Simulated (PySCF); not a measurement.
PySCF job for Si(Cl)2(vinyl)(OH) (C2H4Cl2OSi), SMILES O[Si](C=C)(Cl)Cl, PBE/pcSseg-1. Coordinates come from a TPSSh-D3(BJ)/def2-SVP optimisation. The values are those of a single conformer.

```python
import numpy as np
from pyscf import gto, scf, dft
from pyscf.prop.nmr import rks as nmr

mol = gto.M(
    atom='''
    C    -2.79608919   -0.29408418    0.00000000
    C    -1.57854399   -0.85932549    0.00000000
    Si   -0.03889681    0.15072582    0.00000000
    O    -0.48122055    1.74076189    0.00000000
    Cl    1.13358234   -0.27845224   -1.65241101
    Cl    1.13358235   -0.27845224    1.65241100
    H    -2.92166900    0.79313764    0.00000001
    H    -3.71177974   -0.89509721   -0.00000000
    H    -1.48787937   -1.95223459   -0.00000001
    H     0.22164718    2.40577181    0.00000001
    ''',
    basis='pcSseg-1',
    charge=0,
    spin=0,
    max_memory=1600,
    verbose=3,
)
mf = dft.RKS(mol, xc='pbe')
mf.grids.level = 3
mf.conv_tol = 1e-10
mf.max_cycle = 100
mf.kernel()
n = nmr.NMR(mf)
n.verbose = 2
n.max_cycle_cphf = 60
sigma = n.kernel()
print('atom   isotropic/ppm   span/ppm')
for i, s in enumerate(sigma):
    w = np.linalg.eigvalsh((s + s.T) / 2)
    print(f'{mol.atom_symbol(i):2s}{i + 1:3d} {w.mean():14.3f} {w[2] - w[0]:11.3f}')
```

Output:

```
converged SCF energy = -1363.10912490641
atom   isotropic/ppm   span/ppm
C   1         34.591     248.395
C   2         42.568     220.782
Si  3        339.730      42.336
O   4        238.373      70.349
Cl  5        791.241     310.000
Cl  6        791.241     310.000
H   7         24.708       9.315
H   8         24.781       6.078
H   9         25.230       5.084
H  10         28.643      17.426
```

The calculation finished and met its thresholds.

Cost: roughly 50 core-seconds.
